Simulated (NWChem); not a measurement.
A series in which one site is exchanged, each optimised at PBE0/def2-SVP with NWChem, gas phase unless a solvent is named. All stand in one matching conformer (torsions within 35°), which need not be the lowest. 

A: OB(O)P (BPH₄O₂; site = B)
B: [OH][Al]([OH])[PH2] (AlPH$_{4}$O$_{2}$; site = Al)
C: [Ga]([OH])([PH2])[OH] (GaPH4O2; site = Ga)

Values for A:

```
Item                                                      Value
--------------------------------------------------------  -----
orbital gap (eV), PBE0/def2-SVP                            7.79
highest harmonic frequency (cm⁻¹), PBE0/def2-SVP           3886
lowest singlet excitation, CAM-B3LYP/def2-SVPD, TDA (eV)   6.19
```

Task: How do these values change for the other members?

Result: 
```json
[
 {"change from A": "orbital gap (eV), PBE0/def2-SVP", "B": "-0.65", "C": "-0.54"},
 {"change from A": "highest harmonic frequency (cm⁻¹), PBE0/def2-SVP", "B": "+116", "C": "+33"},
 {"change from A": "lowest singlet excitation, CAM-B3LYP/def2-SVPD, TDA (eV)", "B": "-0.24", "C": "-0.04"}
]
```
